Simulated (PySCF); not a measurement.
**Successive ionisation energies of titanium**

Calculated with PySCF 2.14, two-component X2C-1e (Gaussian nucleus, no Breit or QED terms), each ion in its own even-tempered basis; GMP2 freezes the deep shells of the larger ions and drops the highest virtual spinors; eV.

```csv
ion,configuration,GHF (spin-free),GHF (screened spin-orbit),GMP2 (screened spin-orbit),NIST,kind
Ti¹⁶⁺,[He] 2s2 2p2,1131.1,1129.9,1130.3,1130.2 ± 0.5,semi-empirical
Ti¹⁷⁺,[He] 2s2 2p1,1217.4,1222.3,1222.0,1220.3 ± 0.5,semi-empirical
Ti¹⁸⁺,[He] 2s2,1340.4,1340.4,1344.4,1346.3 ± 0.5,semi-empirical
Ti¹⁹⁺,[He] 2s1,1425.5,1425.5,1425.7,1425.3,theoretical
Ti²⁰⁺,1s2,6251.6,6251.6,6252.9,6249.0,theoretical
Ti²¹⁺,1s1,6628.1,6628.1,6628.1,6625.8,theoretical
```

Question: Where is the largest relative jump?

Answer: From Ti¹⁹⁺ to Ti²⁰⁺: 1425.7 to 6252.9 eV, where the electron removed from 1s2 comes from a deeper shell or subshell.
